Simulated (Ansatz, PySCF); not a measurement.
Bond stretch in OH (anion, charge -1), singlet.

Levels of theory: UHF/aug-cc-pVTZ (PySCF); RHF/aug-cc-pVTZ (PySCF); UKS-M06-2X = unrestricted M06-2X/aug-cc-pVTZ run with PySCF 2.14.0; RKS-M06-2X = restricted M06-2X/aug-cc-pVTZ in PySCF; UKS-r2SCAN = PySCF with unrestricted r2SCAN/aug-cc-pVTZ; RKS-r2SCAN = PySCF with restricted r2SCAN/aug-cc-pVTZ; UKS-LDA (SVWN5) = unrestricted LDA (SVWN5)/aug-cc-pVTZ (PySCF); RKS-LDA (SVWN5) = restricted LDA (SVWN5)/aug-cc-pVTZ (PySCF 2.14.0); UKS-PBE = unrestricted PBE/aug-cc-pVTZ (Ansatz, a first-principles code); RKS-PBE = restricted PBE/aug-cc-pVTZ in Ansatz; UKS-B3LYP/6-31G* = PySCF with unrestricted B3LYP/6-31G*, spherical d; RKS-B3LYP/6-31G* = restricted B3LYP/6-31G*, spherical d run with PySCF 2.14.0; UKS-B3LYP/6-311+G** = unrestricted B3LYP/6-311+G**, spherical d in PySCF; RKS-B3LYP/6-311+G** = restricted B3LYP/6-311+G**, spherical d in PySCF; UKS-LDA (SVWN5)/6-31G* = unrestricted LDA (SVWN5)/6-31G*, spherical d in PySCF; RKS-LDA (SVWN5)/6-31G* = restricted LDA (SVWN5)/6-31G*, spherical d in PySCF 2.14.0.

Scanned distances (Å): 0.77, 0.81, 0.87, 0.91, 0.94, 0.97, 1.00, 1.03, 1.07, 1.13, 1.20, 1.31, 1.45, 1.58, 1.73, 1.94, 2.13, 2.38, 2.58, 2.88, 3.37, 3.84.

### Question
Where does the unrestricted solution first break spin symmetry (<S²> of 0.01 or more)?

### Answer
UHF: between 1.20 and 1.31 Å; UKS-M06-2X: between 1.58 and 1.73 Å; UKS-r2SCAN: between 1.58 and 1.73 Å; UKS-LDA (SVWN5): between 1.73 and 1.94 Å; UKS-PBE: between 1.58 and 1.73 Å; UKS-B3LYP/6-31G*: between 1.58 and 1.73 Å; UKS-B3LYP/6-311+G**: between 1.58 and 1.73 Å; UKS-LDA (SVWN5)/6-31G*: between 1.58 and 1.73 Å.

```json
[
 {"R / Å": "0.77", "<S²> UHF": "0.00", "E(RHF) − E(UHF) / kcal/mol": "0.0", "<S²> UKS-M06-2X": "0.00", "E(RKS-M06-2X) − E(UKS-M06-2X) / kcal/mol": "0.0", "<S²> UKS-r2SCAN": "0.00", "E(RKS-r2SCAN) − E(UKS-r2SCAN) / kcal/mol": "0.0", "<S²> UKS-LDA (SVWN5)": "0.00", "E(RKS-LDA (SVWN5)) − E(UKS-LDA (SVWN5)) / kcal/mol": "0.0", "<S²> UKS-PBE": "0.00", "E(RKS-PBE) − E(UKS-PBE) / kcal/mol": "0.0", "<S²> UKS-B3LYP/6-31G*": "0.00", "E(RKS-B3LYP/6-31G*) − E(UKS-B3LYP/6-31G*) / kcal/mol": "0.0", "<S²> UKS-B3LYP/6-311+G**": "0.00", "E(RKS-B3LYP/6-311+G**) − E(UKS-B3LYP/6-311+G**) / kcal/mol": "0.0", "<S²> UKS-LDA (SVWN5)/6-31G*": "0.00", "E(RKS-LDA (SVWN5)/6-31G*) − E(UKS-LDA (SVWN5)/6-31G*) / kcal/mol": "0.0"},
 {"R / Å": "0.81", "<S²> UHF": "0.00", "E(RHF) − E(UHF) / kcal/mol": "0.0", "<S²> UKS-M06-2X": "0.00", "E(RKS-M06-2X) − E(UKS-M06-2X) / kcal/mol": "0.0", "<S²> UKS-r2SCAN": "0.00", "E(RKS-r2SCAN) − E(UKS-r2SCAN) / kcal/mol": "0.0", "<S²> UKS-LDA (SVWN5)": "0.00", "E(RKS-LDA (SVWN5)) − E(UKS-LDA (SVWN5)) / kcal/mol": "0.0", "<S²> UKS-PBE": "0.00", "E(RKS-PBE) − E(UKS-PBE) / kcal/mol": "0.0", "<S²> UKS-B3LYP/6-31G*": "0.00", "E(RKS-B3LYP/6-31G*) − E(UKS-B3LYP/6-31G*) / kcal/mol": "0.0", "<S²> UKS-B3LYP/6-311+G**": "0.00", "E(RKS-B3LYP/6-311+G**) − E(UKS-B3LYP/6-311+G**) / kcal/mol": "0.0", "<S²> UKS-LDA (SVWN5)/6-31G*": "0.00", "E(RKS-LDA (SVWN5)/6-31G*) − E(UKS-LDA (SVWN5)/6-31G*) / kcal/mol": "0.0"},
 {"R / Å": "0.87", "<S²> UHF": "0.00", "E(RHF) − E(UHF) / kcal/mol": "0.0", "<S²> UKS-M06-2X": "0.00", "E(RKS-M06-2X) − E(UKS-M06-2X) / kcal/mol": "0.0", "<S²> UKS-r2SCAN": "0.00", "E(RKS-r2SCAN) − E(UKS-r2SCAN) / kcal/mol": "0.0", "<S²> UKS-LDA (SVWN5)": "0.00", "E(RKS-LDA (SVWN5)) − E(UKS-LDA (SVWN5)) / kcal/mol": "0.0", "<S²> UKS-PBE": "0.00", "E(RKS-PBE) − E(UKS-PBE) / kcal/mol": "0.0", "<S²> UKS-B3LYP/6-31G*": "0.00", "E(RKS-B3LYP/6-31G*) − E(UKS-B3LYP/6-31G*) / kcal/mol": "0.0", "<S²> UKS-B3LYP/6-311+G**": "0.00", "E(RKS-B3LYP/6-311+G**) − E(UKS-B3LYP/6-311+G**) / kcal/mol": "0.0", "<S²> UKS-LDA (SVWN5)/6-31G*": "0.00", "E(RKS-LDA (SVWN5)/6-31G*) − E(UKS-LDA (SVWN5)/6-31G*) / kcal/mol": "0.0"},
 {"R / Å": "0.91", "<S²> UHF": "0.00", "E(RHF) − E(UHF) / kcal/mol": "0.0", "<S²> UKS-M06-2X": "0.00", "E(RKS-M06-2X) − E(UKS-M06-2X) / kcal/mol": "0.0", "<S²> UKS-r2SCAN": "0.00", "E(RKS-r2SCAN) − E(UKS-r2SCAN) / kcal/mol": "0.0", "<S²> UKS-LDA (SVWN5)": "0.00", "E(RKS-LDA (SVWN5)) − E(UKS-LDA (SVWN5)) / kcal/mol": "0.0", "<S²> UKS-PBE": "0.00", "E(RKS-PBE) − E(UKS-PBE) / kcal/mol": "0.0", "<S²> UKS-B3LYP/6-31G*": "0.00", "E(RKS-B3LYP/6-31G*) − E(UKS-B3LYP/6-31G*) / kcal/mol": "0.0", "<S²> UKS-B3LYP/6-311+G**": "0.00", "E(RKS-B3LYP/6-311+G**) − E(UKS-B3LYP/6-311+G**) / kcal/mol": "0.0", "<S²> UKS-LDA (SVWN5)/6-31G*": "0.00", "E(RKS-LDA (SVWN5)/6-31G*) − E(UKS-LDA (SVWN5)/6-31G*) / kcal/mol": "0.0"},
 {"R / Å": "0.94", "<S²> UHF": "0.00", "E(RHF) − E(UHF) / kcal/mol": "0.0", "<S²> UKS-M06-2X": "0.00", "E(RKS-M06-2X) − E(UKS-M06-2X) / kcal/mol": "0.0", "<S²> UKS-r2SCAN": "0.00", "E(RKS-r2SCAN) − E(UKS-r2SCAN) / kcal/mol": "0.0", "<S²> UKS-LDA (SVWN5)": "0.00", "E(RKS-LDA (SVWN5)) − E(UKS-LDA (SVWN5)) / kcal/mol": "0.0", "<S²> UKS-PBE": "0.00", "E(RKS-PBE) − E(UKS-PBE) / kcal/mol": "0.0", "<S²> UKS-B3LYP/6-31G*": "0.00", "E(RKS-B3LYP/6-31G*) − E(UKS-B3LYP/6-31G*) / kcal/mol": "0.0", "<S²> UKS-B3LYP/6-311+G**": "0.00", "E(RKS-B3LYP/6-311+G**) − E(UKS-B3LYP/6-311+G**) / kcal/mol": "0.0", "<S²> UKS-LDA (SVWN5)/6-31G*": "0.00", "E(RKS-LDA (SVWN5)/6-31G*) − E(UKS-LDA (SVWN5)/6-31G*) / kcal/mol": "0.0"},
 {"R / Å": "0.97", "<S²> UHF": "0.00", "E(RHF) − E(UHF) / kcal/mol": "0.0", "<S²> UKS-M06-2X": "0.00", "E(RKS-M06-2X) − E(UKS-M06-2X) / kcal/mol": "0.0", "<S²> UKS-r2SCAN": "0.00", "E(RKS-r2SCAN) − E(UKS-r2SCAN) / kcal/mol": "0.0", "<S²> UKS-LDA (SVWN5)": "0.00", "E(RKS-LDA (SVWN5)) − E(UKS-LDA (SVWN5)) / kcal/mol": "0.0", "<S²> UKS-PBE": "0.00", "E(RKS-PBE) − E(UKS-PBE) / kcal/mol": "0.0", "<S²> UKS-B3LYP/6-31G*": "0.00", "E(RKS-B3LYP/6-31G*) − E(UKS-B3LYP/6-31G*) / kcal/mol": "0.0", "<S²> UKS-B3LYP/6-311+G**": "0.00", "E(RKS-B3LYP/6-311+G**) − E(UKS-B3LYP/6-311+G**) / kcal/mol": "0.0", "<S²> UKS-LDA (SVWN5)/6-31G*": "0.00", "E(RKS-LDA (SVWN5)/6-31G*) − E(UKS-LDA (SVWN5)/6-31G*) / kcal/mol": "0.0"},
 {"R / Å": "1.00", "<S²> UHF": "0.00", "E(RHF) − E(UHF) / kcal/mol": "0.0", "<S²> UKS-M06-2X": "0.00", "E(RKS-M06-2X) − E(UKS-M06-2X) / kcal/mol": "0.0", "<S²> UKS-r2SCAN": "0.00", "E(RKS-r2SCAN) − E(UKS-r2SCAN) / kcal/mol": "0.0", "<S²> UKS-LDA (SVWN5)": "0.00", "E(RKS-LDA (SVWN5)) − E(UKS-LDA (SVWN5)) / kcal/mol": "0.0", "<S²> UKS-PBE": "0.00", "E(RKS-PBE) − E(UKS-PBE) / kcal/mol": "0.0", "<S²> UKS-B3LYP/6-31G*": "0.00", "E(RKS-B3LYP/6-31G*) − E(UKS-B3LYP/6-31G*) / kcal/mol": "0.0", "<S²> UKS-B3LYP/6-311+G**": "0.00", "E(RKS-B3LYP/6-311+G**) − E(UKS-B3LYP/6-311+G**) / kcal/mol": "0.0", "<S²> UKS-LDA (SVWN5)/6-31G*": "0.00", "E(RKS-LDA (SVWN5)/6-31G*) − E(UKS-LDA (SVWN5)/6-31G*) / kcal/mol": "0.0"},
 {"R / Å": "1.03", "<S²> UHF": "0.00", "E(RHF) − E(UHF) / kcal/mol": "0.0", "<S²> UKS-M06-2X": "0.00", "E(RKS-M06-2X) − E(UKS-M06-2X) / kcal/mol": "0.0", "<S²> UKS-r2SCAN": "0.00", "E(RKS-r2SCAN) − E(UKS-r2SCAN) / kcal/mol": "0.0", "<S²> UKS-LDA (SVWN5)": "0.00", "E(RKS-LDA (SVWN5)) − E(UKS-LDA (SVWN5)) / kcal/mol": "0.0", "<S²> UKS-PBE": "0.00", "E(RKS-PBE) − E(UKS-PBE) / kcal/mol": "0.0", "<S²> UKS-B3LYP/6-31G*": "0.00", "E(RKS-B3LYP/6-31G*) − E(UKS-B3LYP/6-31G*) / kcal/mol": "0.0", "<S²> UKS-B3LYP/6-311+G**": "0.00", "E(RKS-B3LYP/6-311+G**) − E(UKS-B3LYP/6-311+G**) / kcal/mol": "0.0", "<S²> UKS-LDA (SVWN5)/6-31G*": "0.00", "E(RKS-LDA (SVWN5)/6-31G*) − E(UKS-LDA (SVWN5)/6-31G*) / kcal/mol": "0.0"},
 {"R / Å": "1.07", "<S²> UHF": "0.00", "E(RHF) − E(UHF) / kcal/mol": "0.0", "<S²> UKS-M06-2X": "0.00", "E(RKS-M06-2X) − E(UKS-M06-2X) / kcal/mol": "0.0", "<S²> UKS-r2SCAN": "0.00", "E(RKS-r2SCAN) − E(UKS-r2SCAN) / kcal/mol": "0.0", "<S²> UKS-LDA (SVWN5)": "0.00", "E(RKS-LDA (SVWN5)) − E(UKS-LDA (SVWN5)) / kcal/mol": "0.0", "<S²> UKS-PBE": "0.00", "E(RKS-PBE) − E(UKS-PBE) / kcal/mol": "0.0", "<S²> UKS-B3LYP/6-31G*": "0.00", "E(RKS-B3LYP/6-31G*) − E(UKS-B3LYP/6-31G*) / kcal/mol": "0.0", "<S²> UKS-B3LYP/6-311+G**": "0.00", "E(RKS-B3LYP/6-311+G**) − E(UKS-B3LYP/6-311+G**) / kcal/mol": "0.0", "<S²> UKS-LDA (SVWN5)/6-31G*": "0.00", "E(RKS-LDA (SVWN5)/6-31G*) − E(UKS-LDA (SVWN5)/6-31G*) / kcal/mol": "0.0"},
 {"R / Å": "1.13", "<S²> UHF": "0.00", "E(RHF) − E(UHF) / kcal/mol": "0.0", "<S²> UKS-M06-2X": "0.00", "E(RKS-M06-2X) − E(UKS-M06-2X) / kcal/mol": "0.0", "<S²> UKS-r2SCAN": "0.00", "E(RKS-r2SCAN) − E(UKS-r2SCAN) / kcal/mol": "0.0", "<S²> UKS-LDA (SVWN5)": "0.00", "E(RKS-LDA (SVWN5)) − E(UKS-LDA (SVWN5)) / kcal/mol": "0.0", "<S²> UKS-PBE": "0.00", "E(RKS-PBE) − E(UKS-PBE) / kcal/mol": "0.0", "<S²> UKS-B3LYP/6-31G*": "0.00", "E(RKS-B3LYP/6-31G*) − E(UKS-B3LYP/6-31G*) / kcal/mol": "0.0", "<S²> UKS-B3LYP/6-311+G**": "0.00", "E(RKS-B3LYP/6-311+G**) − E(UKS-B3LYP/6-311+G**) / kcal/mol": "0.0", "<S²> UKS-LDA (SVWN5)/6-31G*": "0.00", "E(RKS-LDA (SVWN5)/6-31G*) − E(UKS-LDA (SVWN5)/6-31G*) / kcal/mol": "0.0"},
 {"R / Å": "1.20", "<S²> UHF": "0.00", "E(RHF) − E(UHF) / kcal/mol": "0.0", "<S²> UKS-M06-2X": "0.00", "E(RKS-M06-2X) − E(UKS-M06-2X) / kcal/mol": "0.0", "<S²> UKS-r2SCAN": "0.00", "E(RKS-r2SCAN) − E(UKS-r2SCAN) / kcal/mol": "0.0", "<S²> UKS-LDA (SVWN5)": "0.00", "E(RKS-LDA (SVWN5)) − E(UKS-LDA (SVWN5)) / kcal/mol": "0.0", "<S²> UKS-PBE": "0.00", "E(RKS-PBE) − E(UKS-PBE) / kcal/mol": "0.0", "<S²> UKS-B3LYP/6-31G*": "0.00", "E(RKS-B3LYP/6-31G*) − E(UKS-B3LYP/6-31G*) / kcal/mol": "0.0", "<S²> UKS-B3LYP/6-311+G**": "0.00", "E(RKS-B3LYP/6-311+G**) − E(UKS-B3LYP/6-311+G**) / kcal/mol": "0.0", "<S²> UKS-LDA (SVWN5)/6-31G*": "0.00", "E(RKS-LDA (SVWN5)/6-31G*) − E(UKS-LDA (SVWN5)/6-31G*) / kcal/mol": "0.0"},
 {"R / Å": "1.31", "<S²> UHF": "0.16", "E(RHF) − E(UHF) / kcal/mol": "0.7", "<S²> UKS-M06-2X": "0.00", "E(RKS-M06-2X) − E(UKS-M06-2X) / kcal/mol": "0.0", "<S²> UKS-r2SCAN": "0.00", "E(RKS-r2SCAN) − E(UKS-r2SCAN) / kcal/mol": "0.0", "<S²> UKS-LDA (SVWN5)": "0.00", "E(RKS-LDA (SVWN5)) − E(UKS-LDA (SVWN5)) / kcal/mol": "0.0", "<S²> UKS-PBE": "0.00", "E(RKS-PBE) − E(UKS-PBE) / kcal/mol": "0.0", "<S²> UKS-B3LYP/6-31G*": "0.00", "E(RKS-B3LYP/6-31G*) − E(UKS-B3LYP/6-31G*) / kcal/mol": "0.0", "<S²> UKS-B3LYP/6-311+G**": "0.00", "E(RKS-B3LYP/6-311+G**) − E(UKS-B3LYP/6-311+G**) / kcal/mol": "0.0", "<S²> UKS-LDA (SVWN5)/6-31G*": "0.00", "E(RKS-LDA (SVWN5)/6-31G*) − E(UKS-LDA (SVWN5)/6-31G*) / kcal/mol": "0.0"},
 {"R / Å": "1.45", "<S²> UHF": "0.48", "E(RHF) − E(UHF) / kcal/mol": "7.3", "<S²> UKS-M06-2X": "0.00", "E(RKS-M06-2X) − E(UKS-M06-2X) / kcal/mol": "0.0", "<S²> UKS-r2SCAN": "0.00", "E(RKS-r2SCAN) − E(UKS-r2SCAN) / kcal/mol": "0.0", "<S²> UKS-LDA (SVWN5)": "0.00", "E(RKS-LDA (SVWN5)) − E(UKS-LDA (SVWN5)) / kcal/mol": "0.0", "<S²> UKS-PBE": "0.00", "E(RKS-PBE) − E(UKS-PBE) / kcal/mol": "0.0", "<S²> UKS-B3LYP/6-31G*": "0.00", "E(RKS-B3LYP/6-31G*) − E(UKS-B3LYP/6-31G*) / kcal/mol": "0.0", "<S²> UKS-B3LYP/6-311+G**": "0.00", "E(RKS-B3LYP/6-311+G**) − E(UKS-B3LYP/6-311+G**) / kcal/mol": "0.0", "<S²> UKS-LDA (SVWN5)/6-31G*": "0.00", "E(RKS-LDA (SVWN5)/6-31G*) − E(UKS-LDA (SVWN5)/6-31G*) / kcal/mol": "0.0"},
 {"R / Å": "1.58", "<S²> UHF": "0.66", "E(RHF) − E(UHF) / kcal/mol": "15.7", "<S²> UKS-M06-2X": "0.00", "E(RKS-M06-2X) − E(UKS-M06-2X) / kcal/mol": "0.0", "<S²> UKS-r2SCAN": "0.00", "E(RKS-r2SCAN) − E(UKS-r2SCAN) / kcal/mol": "0.0", "<S²> UKS-LDA (SVWN5)": "0.00", "E(RKS-LDA (SVWN5)) − E(UKS-LDA (SVWN5)) / kcal/mol": "0.0", "<S²> UKS-PBE": "0.00", "E(RKS-PBE) − E(UKS-PBE) / kcal/mol": "0.0", "<S²> UKS-B3LYP/6-31G*": "0.00", "E(RKS-B3LYP/6-31G*) − E(UKS-B3LYP/6-31G*) / kcal/mol": "0.0", "<S²> UKS-B3LYP/6-311+G**": "0.00", "E(RKS-B3LYP/6-311+G**) − E(UKS-B3LYP/6-311+G**) / kcal/mol": "0.0", "<S²> UKS-LDA (SVWN5)/6-31G*": "0.00", "E(RKS-LDA (SVWN5)/6-31G*) − E(UKS-LDA (SVWN5)/6-31G*) / kcal/mol": "0.0"},
 {"R / Å": "1.73", "<S²> UHF": "0.79", "E(RHF) − E(UHF) / kcal/mol": "25.2", "<S²> UKS-M06-2X": "0.32", "E(RKS-M06-2X) − E(UKS-M06-2X) / kcal/mol": "1.1", "<S²> UKS-r2SCAN": "0.36", "E(RKS-r2SCAN) − E(UKS-r2SCAN) / kcal/mol": "1.6", "<S²> UKS-LDA (SVWN5)": "0.00", "E(RKS-LDA (SVWN5)) − E(UKS-LDA (SVWN5)) / kcal/mol": "0.0", "<S²> UKS-PBE": "0.14", "E(RKS-PBE) − E(UKS-PBE) / kcal/mol": "0.2", "<S²> UKS-B3LYP/6-31G*": "0.29", "E(RKS-B3LYP/6-31G*) − E(UKS-B3LYP/6-31G*) / kcal/mol": "1.1", "<S²> UKS-B3LYP/6-311+G**": "0.16", "E(RKS-B3LYP/6-311+G**) − E(UKS-B3LYP/6-311+G**) / kcal/mol": "0.4", "<S²> UKS-LDA (SVWN5)/6-31G*": "0.14", "E(RKS-LDA (SVWN5)/6-31G*) − E(UKS-LDA (SVWN5)/6-31G*) / kcal/mol": "0.2"},
 {"R / Å": "1.94", "<S²> UHF": "0.90", "E(RHF) − E(UHF) / kcal/mol": "36.7", "<S²> UKS-M06-2X": "0.66", "E(RKS-M06-2X) − E(UKS-M06-2X) / kcal/mol": "9.5", "<S²> UKS-r2SCAN": "0.71", "E(RKS-r2SCAN) − E(UKS-r2SCAN) / kcal/mol": "7.9", "<S²> UKS-LDA (SVWN5)": "0.28", "E(RKS-LDA (SVWN5)) − E(UKS-LDA (SVWN5)) / kcal/mol": "0.8", "<S²> UKS-PBE": "0.46", "E(RKS-PBE) − E(UKS-PBE) / kcal/mol": "2.6", "<S²> UKS-B3LYP/6-31G*": "0.61", "E(RKS-B3LYP/6-31G*) − E(UKS-B3LYP/6-31G*) / kcal/mol": "5.1", "<S²> UKS-B3LYP/6-311+G**": "0.58", "E(RKS-B3LYP/6-311+G**) − E(UKS-B3LYP/6-311+G**) / kcal/mol": "4.8", "<S²> UKS-LDA (SVWN5)/6-31G*": "0.43", "E(RKS-LDA (SVWN5)/6-31G*) − E(UKS-LDA (SVWN5)/6-31G*) / kcal/mol": "2.6"},
 {"R / Å": "2.13", "<S²> UHF": "0.95", "E(RHF) − E(UHF) / kcal/mol": "44.9", "<S²> UKS-M06-2X": "0.80", "E(RKS-M06-2X) − E(UKS-M06-2X) / kcal/mol": "17.3", "<S²> UKS-r2SCAN": "0.88", "E(RKS-r2SCAN) − E(UKS-r2SCAN) / kcal/mol": "14.6", "<S²> UKS-LDA (SVWN5)": "0.52", "E(RKS-LDA (SVWN5)) − E(UKS-LDA (SVWN5)) / kcal/mol": "2.9", "<S²> UKS-PBE": "0.73", "E(RKS-PBE) − E(UKS-PBE) / kcal/mol": "6.4", "<S²> UKS-B3LYP/6-31G*": "0.82", "E(RKS-B3LYP/6-31G*) − E(UKS-B3LYP/6-31G*) / kcal/mol": "10.5", "<S²> UKS-B3LYP/6-311+G**": "0.80", "E(RKS-B3LYP/6-311+G**) − E(UKS-B3LYP/6-311+G**) / kcal/mol": "10.7", "<S²> UKS-LDA (SVWN5)/6-31G*": "0.59", "E(RKS-LDA (SVWN5)/6-31G*) − E(UKS-LDA (SVWN5)/6-31G*) / kcal/mol": "—"},
 {"R / Å": "2.38", "<S²> UHF": "0.99", "E(RHF) − E(UHF) / kcal/mol": "53.0", "<S²> UKS-M06-2X": "0.90", "E(RKS-M06-2X) − E(UKS-M06-2X) / kcal/mol": "25.7", "<S²> UKS-r2SCAN": "1.00", "E(RKS-r2SCAN) − E(UKS-r2SCAN) / kcal/mol": "22.8", "<S²> UKS-LDA (SVWN5)": "0.82", "E(RKS-LDA (SVWN5)) − E(UKS-LDA (SVWN5)) / kcal/mol": "—", "<S²> UKS-PBE": "0.93", "E(RKS-PBE) − E(UKS-PBE) / kcal/mol": "12.6", "<S²> UKS-B3LYP/6-31G*": "0.97", "E(RKS-B3LYP/6-31G*) − E(UKS-B3LYP/6-31G*) / kcal/mol": "17.9", "<S²> UKS-B3LYP/6-311+G**": "0.95", "E(RKS-B3LYP/6-311+G**) − E(UKS-B3LYP/6-311+G**) / kcal/mol": "18.4", "<S²> UKS-LDA (SVWN5)/6-31G*": "0.78", "E(RKS-LDA (SVWN5)/6-31G*) − E(UKS-LDA (SVWN5)/6-31G*) / kcal/mol": "—"},
 {"R / Å": "2.58", "<S²> UHF": "1.00", "E(RHF) − E(UHF) / kcal/mol": "57.7", "<S²> UKS-M06-2X": "0.95", "E(RKS-M06-2X) − E(UKS-M06-2X) / kcal/mol": "31.0", "<S²> UKS-r2SCAN": "1.02", "E(RKS-r2SCAN) − E(UKS-r2SCAN) / kcal/mol": "28.0", "<S²> UKS-LDA (SVWN5)": "0.95", "E(RKS-LDA (SVWN5)) − E(UKS-LDA (SVWN5)) / kcal/mol": "—", "<S²> UKS-PBE": "1.00", "E(RKS-PBE) − E(UKS-PBE) / kcal/mol": "17.2", "<S²> UKS-B3LYP/6-31G*": "1.00", "E(RKS-B3LYP/6-31G*) − E(UKS-B3LYP/6-31G*) / kcal/mol": "23.1", "<S²> UKS-B3LYP/6-311+G**": "1.00", "E(RKS-B3LYP/6-311+G**) − E(UKS-B3LYP/6-311+G**) / kcal/mol": "23.6", "<S²> UKS-LDA (SVWN5)/6-31G*": "0.92", "E(RKS-LDA (SVWN5)/6-31G*) − E(UKS-LDA (SVWN5)/6-31G*) / kcal/mol": "—"},
 {"R / Å": "2.88", "<S²> UHF": "1.01", "E(RHF) − E(UHF) / kcal/mol": "62.8", "<S²> UKS-M06-2X": "0.99", "E(RKS-M06-2X) − E(UKS-M06-2X) / kcal/mol": "37.5", "<S²> UKS-r2SCAN": "1.02", "E(RKS-r2SCAN) − E(UKS-r2SCAN) / kcal/mol": "—", "<S²> UKS-LDA (SVWN5)": "1.01", "E(RKS-LDA (SVWN5)) − E(UKS-LDA (SVWN5)) / kcal/mol": "—", "<S²> UKS-PBE": "1.01", "E(RKS-PBE) − E(UKS-PBE) / kcal/mol": "22.3", "<S²> UKS-B3LYP/6-31G*": "1.00", "E(RKS-B3LYP/6-31G*) − E(UKS-B3LYP/6-31G*) / kcal/mol": "28.8", "<S²> UKS-B3LYP/6-311+G**": "1.01", "E(RKS-B3LYP/6-311+G**) − E(UKS-B3LYP/6-311+G**) / kcal/mol": "29.3", "<S²> UKS-LDA (SVWN5)/6-31G*": "1.00", "E(RKS-LDA (SVWN5)/6-31G*) − E(UKS-LDA (SVWN5)/6-31G*) / kcal/mol": "—"},
 {"R / Å": "3.37", "<S²> UHF": "1.02", "E(RHF) − E(UHF) / kcal/mol": "67.8", "<S²> UKS-M06-2X": "1.01", "E(RKS-M06-2X) − E(UKS-M06-2X) / kcal/mol": "44.3", "<S²> UKS-r2SCAN": "1.03", "E(RKS-r2SCAN) − E(UKS-r2SCAN) / kcal/mol": "—", "<S²> UKS-LDA (SVWN5)": "1.01", "E(RKS-LDA (SVWN5)) − E(UKS-LDA (SVWN5)) / kcal/mol": "—", "<S²> UKS-PBE": "1.01", "E(RKS-PBE) − E(UKS-PBE) / kcal/mol": "26.9", "<S²> UKS-B3LYP/6-31G*": "1.00", "E(RKS-B3LYP/6-31G*) − E(UKS-B3LYP/6-31G*) / kcal/mol": "34.4", "<S²> UKS-B3LYP/6-311+G**": "1.01", "E(RKS-B3LYP/6-311+G**) − E(UKS-B3LYP/6-311+G**) / kcal/mol": "34.6", "<S²> UKS-LDA (SVWN5)/6-31G*": "1.00", "E(RKS-LDA (SVWN5)/6-31G*) − E(UKS-LDA (SVWN5)/6-31G*) / kcal/mol": "—"},
 {"R / Å": "3.84", "<S²> UHF": "1.02", "E(RHF) − E(UHF) / kcal/mol": "70.4", "<S²> UKS-M06-2X": "0.00", "E(RKS-M06-2X) − E(UKS-M06-2X) / kcal/mol": "—", "<S²> UKS-r2SCAN": "1.03", "E(RKS-r2SCAN) − E(UKS-r2SCAN) / kcal/mol": "—", "<S²> UKS-LDA (SVWN5)": "1.01", "E(RKS-LDA (SVWN5)) − E(UKS-LDA (SVWN5)) / kcal/mol": "—", "<S²> UKS-PBE": "1.01", "E(RKS-PBE) − E(UKS-PBE) / kcal/mol": "29.0", "<S²> UKS-B3LYP/6-31G*": "1.00", "E(RKS-B3LYP/6-31G*) − E(UKS-B3LYP/6-31G*) / kcal/mol": "37.3", "<S²> UKS-B3LYP/6-311+G**": "1.01", "E(RKS-B3LYP/6-311+G**) − E(UKS-B3LYP/6-311+G**) / kcal/mol": "37.2", "<S²> UKS-LDA (SVWN5)/6-31G*": "1.00", "E(RKS-LDA (SVWN5)/6-31G*) − E(UKS-LDA (SVWN5)/6-31G*) / kcal/mol": "—"}
]
```

Dashes: no converged value, or the column stops at the first point that the program doubted or that broke a chosen test of continuity, which isn't proof of a fault.
